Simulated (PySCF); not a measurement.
Electronic structure of Ca (calcium, neutral) at the UHF level

Configuration: [Ar] 4s2, closed-shell 1S. All numbers are calculated (PySCF 2.14, the spin-free X2C one-electron Hamiltonian (Gaussian nucleus), in cc-pVDZ-X2C (5s4p2d, 27 functions)).

- Total energy: -679.629175 hartree
- One-electron energy: -930.3434 hartree
- Hartree (Coulomb) energy: 286.1646 hartree
- Exchange energy: -35.4504 hartree
- ⟨S²⟩: 0.0000
- ⟨L²⟩: 0.000
- Sum of ⟨r⟩: 21.18 bohr
- Sum of ⟨r²⟩: 56.17 bohr²
- Langevin diamagnetic susceptibility: -44.5 ×10⁻⁶ cm³/mol
- Time after the integrals: 0.08 s of wall time on 1 thread of Neoverse-N1 (shared host)

```
shell  electrons  mean orbital energy (hartree)  rms radius, mean of both spins (bohr)
   1s          2                     -150.11182                                 0.0888
   2s          2                      -16.96298                                  0.393
   2p          6                      -13.63656                                  0.362
   3s          2                       -2.26122                                   1.24
   3p          6                       -1.33851                                   1.38
   4s          2                       -0.19624                                   4.50
```

Densities and radii are taken from the X2C orbitals without a picture-change correction, which distorts them close to the nucleus.
